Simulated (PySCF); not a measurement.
**Electron correlation in Zn (zinc, neutral)**

[Ar] 3d10 4s1 4p1, high-spin 3P determinant (an excited configuration). Computed with PySCF 2.14 in aug-cc-pVTZ-PP with ECP10MDF, with scalar relativity through the core potential. Frozen: 3s2 3p6; 12 electrons correlated.

```
  level  correlation energy (mhartree)
   CCSD                        -451.56
    (T)                         -14.89
CCSD(T)                        -466.45
```

Diagnostics: T1 = 0.015, D1 = 0.0464, largest double amplitude 0.026.

Task: Is a single reference adequate?

Result: Yes: T1 lies below 0.03 and no double amplitude reaches 0.07.
